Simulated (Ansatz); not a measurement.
Mulliken charges of ClFH4OSSi2, SMILES `O[SiH](F)S[SiH2]Cl` from PBE/def2-TZVPP in Ansatz (PBE0-D4/def2-TZVP geometry).

```csv
atom,x (Å),y (Å),z (Å),charge (e)
O1,-1.349,0.173,-2.425,-0.328
Si2,-0.153,0.080,-1.333,0.618
F3,0.295,1.525,-0.831,-0.256
S4,-0.856,-1.006,0.359,-0.284
Si5,0.455,-0.254,1.859,0.391
Cl6,2.422,-0.533,1.349,-0.202
H7,-2.230,0.416,-2.135,0.196
H8,0.996,-0.543,-2.002,-0.065
H9,0.162,-1.049,3.070,-0.039
H10,0.258,1.191,2.088,-0.030
```

**Question.** By hand: the dipole of these point charges (1 e Å = 4.8032 D).

**Answer.** Σ q r = (-0.312, 0.018, 0.066) e Å, of length 0.319 e Å = 1.53 D.

**Question.** How does the dipole of the full density compare? (Estimate.)

**Answer.** Computed: (-0.347, 0.026, 0.082) e Å, 1.72 D; the point charges give 0.89 times that, at 2° from its direction.

Point charges leave out the atoms' own dipoles, such as those of lone pairs, and Mulliken's split depends on the basis, so the close match here is no proof of good charges.
